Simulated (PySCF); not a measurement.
## Removing an electron from `CCB(C)N`

Species: C3H10BN.
Z-matrix (Å and degrees, PBE0-D3(BJ)/def2-SVP geometry), rows numbered from 1:
```
C 
C   1  1.5223
B   2  1.5860  1  117.69
C   3  1.5871  2  120.69  1   179.83
N   3  1.4008  2  119.87  1    -0.09
H   1  1.1030  2  111.52  3   -58.67
H   1  1.1015  2  112.60  3  -178.74
H   1  1.1029  2  111.53  3    61.11
H   2  1.1070  1  110.36  3   123.07
H   2  1.1070  1  110.35  3  -122.98
H   4  1.1033  3  111.18  2   121.10
H   4  1.1034  3  111.03  2  -120.76
H   4  1.1004  3  113.03  2     0.13
H   5  1.0112  3  123.50  2   179.83
H   5  1.0115  3  123.00  2     0.11
```

Level: CAM-B3LYP/def2-SVPD (PySCF). Frontier orbitals with their largest atomic shares (Löwdin; up to four atoms above 4 %):

| orbital | ε (eV) | main atoms |
| --- | --- | --- |
| HOMO−3 | -10.84 | C2 26 %, C1 24 %, H9 10 %, H8 10 % |
| HOMO−2 | -10.67 | C4 19 %, C2 19 %, C1 15 %, B3 13 % |
| HOMO−1 | -9.53 | ? |
| HOMO | -9.51 | ? |
| LUMO | 0.87 | B3 49 %, H14 8 %, H15 6 %, C1 6 % |
| LUMO+1 | 1.89 | C1 22 %, C4 12 %, H7 10 %, H8 9 % |
| LUMO+2 | 2.19 | H14 15 %, C2 14 %, H9 11 %, H10 11 % |

Question: What vertical ionisation energy does ΔSCF give, and how far is −ε(HOMO) from it?

Answer: ΔSCF: 10.33 eV (997 kJ/mol; threshold wavelength 120 nm); ⟨S²⟩ of the doublet left behind is 0.755, against 0.75 for a pure doublet. −ε(HOMO) is 9.51 eV, 0.82 eV below it. In exact Kohn–Sham theory the two would be equal; CAM-B3LYP (range-separated hybrid) falls short of its own ΔSCF value by 8 %.

Question: On which atoms does the HOMO lie?

Answer: HOMO: N5 63 %, B3 13 %, H15 6 %, H14 6 %; HOMO−1: C2 26 %, B3 24 %, C4 15 %, C1 11 %. These 2 orbitals lie within 0.02 eV of one another. The HOMO−2 lies 1.16 eV lower.

Question: Shift the occupied levels rigidly so that −ε(HOMO) equals the ΔSCF value. What binding energies result?

Answer: The shift is +0.82 eV: HOMO 10.33, HOMO−1 10.35, HOMO−2 11.49, HOMO−3 11.66 eV. A rigid shift is only a rough guide to the deeper ionisations.

Question: With α = 60.9 au, estimate the like-pair dispersion coefficient by London's formula C6 = (3/4)α²I.

Answer: I = 0.3796 Eh, so C6 ≈ 1060 au, a rough estimate.

Question: What total energies stand behind the ΔSCF value?

Answer: E(N) = -199.75661 Eh and E(N − 1) = -199.37697 Eh at the same geometry, 0.37964 Eh apart.

The structure is a single PBE0-D3(BJ)/def2-SVP conformer in the gas phase; no vibrational or solvent corrections.
